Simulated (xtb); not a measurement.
Ge(F)3(OH) (F₃GeHO), SMILES [OH][Ge]([F])([F])[F]. All values are semi-empirical tight-binding results from xtb (GFN2-xTB unless named), good for trends rather than for accurate numbers. The structure is a stationary point at GFN2-xTB. The structure was generated by enumeration, and PubChem lists no compound with its InChIKey, so it may never have been made. Other conformers were not sampled.

Optimised geometry:

Bond lengths (Å): O1–Ge2 1.676, O1–H6 0.959, Ge2–F3 1.691, Ge2–F4 1.672, Ge2–F5 1.693. Angles (°): Ge2–O1–H6 120.3, O1–Ge2–F3 113.1, O1–Ge2–F4 108.4, O1–Ge2–F5 113.1, F3–Ge2–F4 108.1, F3–Ge2–F5 105.4, F4–Ge2–F5 108.5.

For metal compounds this method's bond lengths and energies can be far off.

```yaml
orbital_gap: 8.66 eV
zero_point_energy: 11.0 kcal/mol
G − E(el) at 298.15 K (modified RRHO): -9.0 kcal/mol
```

Give the atomic charges and the Wiberg bond orders between heavy atoms. (The exact figures need the calculation; the answer reports its results.)

charges (e) O1 -0.36, Ge2 0.54, F3 -0.19, F4 -0.17, F5 -0.19, H6 0.37. Bond orders O1–Ge2 1.24, Ge2–F3 1.09, Ge2–F4 1.14, Ge2–F5 1.09.
